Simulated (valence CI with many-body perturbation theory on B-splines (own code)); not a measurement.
Missing levels of Ce¹⁷⁺

Calculated by valence CI with perturbative core correlation (CI+MBPT): five valence electrons over a frozen Dirac-Fock core [Kr], a basis of 7 s, 7 p, 8 d, 6 f, 4 g, 1 h functions for each j, with the one-electron correlation potential Σ1, the two-electron term Σ2, the three-electron term Σ3, Breit, model QED; selected CI, second order for the rest, scaled by the run's own slope (own B-spline code, finite nucleus).

No measured spectrum was set against this ion. As an estimate, terms of the open shell hold to 2 to 4 % of their energy, and close levels can change places. Among the levels kept, up to 460 cm⁻¹ of a level comes from second order outside the variational space, and about a tenth of that is noise between levels of different J, which matters for small intervals. The list stops below the first excitations out of the core.

```tsv
Level	E (eV)
(4d3/2^3 4d5/2^2) J=5/2 [a]	0.000
(4d3/2^4 4d5/2) J=5/2	4.342
(4d3/2^3 4d5/2^2) J=7/2 [a]	6.243
(4d3/2^3 4d5/2^2) J=3/2	6.525
(4d3/2^3 4d5/2^2) J=11/2	?
(4d3/2^3 4d5/2^2) J=5/2 [b]	?
(4d3/2^3 4d5/2^2) J=9/2	7.064
(4d3/2^3 4d5/2^2) J=1/2	7.680
(4d3/2^2 4d5/2^3) J=7/2 [a]	8.718
(4d3/2^3 4d5/2^2) J=5/2 [c]	?
(4d3/2^2 4d5/2^3) J=11/2	?
(4d3/2^3 4d5/2^2) J=7/2 [b]	10.133
(4d3/2^2 4d5/2^3) J=1/2 [a]	10.300
(4d3/2^2 4d5/2^3) J=3/2 [a]	?
(4d3/2^2 4d5/2^3) J=9/2 [a]	10.801
(4d3/2^2 4d5/2^3) J=3/2 [b]	11.069
(4d3/2^2 4d5/2^3) J=13/2	11.102
(4d3/2^2 4d5/2^3) J=5/2 [a]	11.658
(4d3/2^2 4d5/2^3) J=9/2 [b]	?
(4d3/2^2 4d5/2^3) J=5/2 [b]	13.300
```

Levels are named by their leading jj configuration (3d3/2^4 stands for four electrons in 3d with j = 3/2), which in mixed levels can hold well under half, so a name can repeat and another be missing. Letters in brackets count levels of one name in rising energy.

The levels stand in rising order. What does the calculation give for the missing energies?

(4d3/2^3 4d5/2^2) J=11/2 6.637; (4d3/2^3 4d5/2^2) J=5/2 [b] 6.989; (4d3/2^3 4d5/2^2) J=5/2 [c] 9.229; (4d3/2^2 4d5/2^3) J=11/2 10.026; (4d3/2^2 4d5/2^3) J=3/2 [a] 10.578; (4d3/2^2 4d5/2^3) J=9/2 [b] 12.997.
